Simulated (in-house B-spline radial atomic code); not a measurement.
**Ionising the platinum ion Pt⁶⁺ with different functionals**

Computed with a B-spline radial code for spherical atoms: four-component Dirac-Coulomb Hamiltonian, Fermi nucleus of rms radius 5.427 fm, spin-restricted, spherical fractional occupations for the functionals, and exact exchange of hybrids averaged over the configuration. The ionisation energy is the difference of two self-consistent energies, [Xe] 4f14 5d4 → [Xe] 4f14 5d3, without Breit or QED terms; ε is the level of the shell that loses the electron (mean over j). The electron is taken from both j subshells in proportion to 2j + 1, so the result is a j average, not the step between ground levels.

| method | rung | ΔSCF (eV) | -ε(5d) (eV) |
| --- | --- | --- | --- |
| B97-1 | global hybrid | 91.35 | 85.07 |
| PBE0 | global hybrid | ? | ? |
| B3LYP | global hybrid | 91.44 | 85.06 |
| wB97X | range-separated hybrid | ? | ? |

What does wB97X give?

ΔSCF 91.07 eV, and -ε(5d) = 87.83 eV.

What does PBE0 give?

ΔSCF 91.39 eV, and -ε(5d) = 85.46 eV.

Among the functionals, which spreads more, the ΔSCF values or the orbital energies?

The orbital energies: ΔSCF values span about 0.37 eV and the orbital energies 2.76 eV; here energy differences depend much less on the functional than eigenvalues do.

How do they compare with the NIST value?

NIST lists 91 eV ± 2 (tabulated theory, ground level to ground level). Errors run from +0.07 to +0.44 eV; all lie within about twice that uncertainty, so the table can't rank the methods.
